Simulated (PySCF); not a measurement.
Pb(F)(OMe) (CH3FOPb), SMILES [F][Pb][O]C (connectivity only; charge and spin as stated), neutral, multiplicity 1.

Geometry optimised at B3LYP-D3(BJ)/def2-SVP. A frequency run showed that this geometry is not a minimum. The def2 effective core potentials stand for the cores of Pb; spin–orbit coupling is left out. One conformer was computed; it need not be the lowest.

Calculation: TDA-PBE0/def2-SVPD in PySCF.

Vertical excitations. Isolated molecule, no solvent. State labels are in the subgroup Cs.

Computed UV-visible absorptions:
```csv
state,symmetry,energy (eV),λ (nm),f,main pairs
S1,A",3.67,338,0.013,HOMO−1→LUMO 99 %
S2,A',4.14,300,0.045,HOMO→LUMO 92 %
S3,A",5.48,226,0.000,HOMO→LUMO+1 96 %
S4,A",5.58,222,0.051,HOMO−2→LUMO 90 %
S5,A',5.64,220,0.039,HOMO−1→LUMO+1 99 %
S6,A",5.86,212,0.001,"HOMO→LUMO+2 80 %, HOMO−3→LUMO 16 %"
S7,A",5.91,210,0.015,"HOMO−3→LUMO 82 %, HOMO→LUMO+2 13 %"
S8,A',6.28,197,0.002,HOMO−4→LUMO 88 %
S9,A',6.57,189,0.314,HOMO−1→LUMO+2 77 %
S10,A",6.94,179,0.011,HOMO→LUMO+3 96 %
T1,A',3.18,390,0,HOMO→LUMO 98 %
T2,A",3.33,372,0,HOMO−1→LUMO 97 %
T3,A",4.85,255,0,HOMO−2→LUMO 96 %
T4,A',5.22,238,0,"HOMO−1→LUMO+1 69 %, HOMO−1→LUMO+2 26 %"
```
Triplets are in the Tamm–Dancoff approximation.
